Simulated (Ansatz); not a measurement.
The cluster Cr₂F₆, relaxed as a singlet with RKS B3LYP-D4/def2-SVP in Ansatz, starting from the GFN2-xTB geometry. Force threshold 0.02 eV/Å.

The structure comes from a short search, and lower isomers may exist.

Start:

```xyz
8

Cr    0.579   -0.448   -0.885
Cr   -0.755    0.521    0.702
F     1.939   -0.979    0.093
F     1.021    0.949   -1.669
F     0.394    1.541    1.458
F    -0.377   -1.774   -1.188
F    -0.843   -0.779    1.826
F    -1.958    0.971   -0.336
```

Task: Estimate the energy that the relaxation releases and the steps that it takes.

Result: 27.6 kcal/mol, in 8 steps; 28 s on 4 threads of Arm Neoverse V2 on a shared host. No frequencies were taken in this run, so the end may be a saddle point.

Task: Does the start keep its bonding?

Result: By distances, no bond broke or formed. The bond that changes most is Cr1–Cr2, from 2.29 to 1.85 Å (atoms count from 1). The end is the same structure that another start reached, the lowest one found.

Task: Predict the relaxed structure.

Result: 
Cartesian coordinates in Å:
```
Cr 0.546 -0.391 -0.637
Cr -0.546 0.391 0.637
F 1.856 -0.912 0.317
F 0.847 0.925 -1.674
F 0.473 1.609 1.250
F -0.472 -1.612 -1.247
F -0.850 -0.925 1.673
F -1.854 0.915 -0.318
```
Bond lengths (bridged metal pairs left out): 6 × Cr–F 1.70 Å; 1 × Cr–Cr 1.85 Å.
